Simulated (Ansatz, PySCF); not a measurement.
Molecule: C2HCl4 (charge 0, doublet). It need not be the lowest isomer of its formula. 
Geometry from a B3LYP-D3(BJ)/def2-TZVP (Ansatz, a program for electronic structure) optimisation:
```
C
H 1 1.0832
C 1 1.4726 2 110.16
Cl 3 1.6981 1 120.90 2 -172.91
Cl 3 1.7082 1 117.30 2 28.71
Cl 1 1.7839 2 107.50 3 -122.28
Cl 1 1.8253 2 105.31 3 120.45
```
Charge 0, spin multiplicity 2.

Quantity: atomisation energy (electronic, to ground-state atoms), in kcal/mol. Correlated levels leave the core frozen unless marked. UHF or UKS for open shells. Spin-orbit coupling is left out. Non-relativistic. The coupled-cluster limit lacks core correlation, which all-electron functionals hold. Basis-set limits of correlation are two-point, X^-3; Hartree-Fock from the larger set. The bracket is a focal-point correction in the basis named.

```
level                                                                 program  atomisation energy (kcal/mol)
-------------------------------------------------------------  --------------  -----------------------------
HF/6-31G                                                               Ansatz                          262.7
HF-D3(BJ)/def2-TZVPD                                            PySCF + dftd3                          382.0
revPBE-D3(BJ)/def2-TZVPD                                       Ansatz + dftd3                          532.8
B97M-V/def2-TZVPD                                                      Ansatz                          527.0
PBE0/6-31G*                                                            Ansatz                          523.1
PBE0-D3(BJ)/def2-TZVP                                          Ansatz + dftd3                          535.6
BHLYP-D3(BJ)/def2-TZVPD                                        Ansatz + dftd3                          488.8
BHLYP-D4/def2-TZVPD                                            Ansatz + dftd4                          487.9
TPSSh-D4/def2-TZVPD                                             PySCF + dftd4                          524.4
r2SCANh-D4/def2-TZVPD                                          Ansatz + dftd4                          525.6
r2SCAN0-D4/def2-TZVPD                                          Ansatz + dftd4                          516.5
CAM-B3LYP/def2-TZVPD                                                   Ansatz                          507.4
wB97M-V/def2-TZVPD                                                     Ansatz                          523.2
RPA@PBE/cc-pV(T+d)Z                                                    Ansatz                          451.1
MP2/cc-pV(D+d)Z                                                        Ansatz                          486.7
SCS-MP2/STO-3G                                                         Ansatz                          450.7
CCSD/6-31G                                                             Ansatz                          373.2
CCSD/cc-pV(T+d)Z                                                       Ansatz                          478.6
CCSD(T)/cc-pV(D+d)Z                                                    Ansatz                          464.0
RI-MP2/CBS(cc-pV(T+d)Z,cc-pV(Q+d)Z)+[CCSD(T)-MP2]/cc-pV(D+d)Z          Ansatz                          520.7
RI-MP2/CBS(cc-pV(T+d)Z,cc-pV(Q+d)Z)+[CCSD(T)-MP2]/cc-pV(T+d)Z          Ansatz                          517.2
```
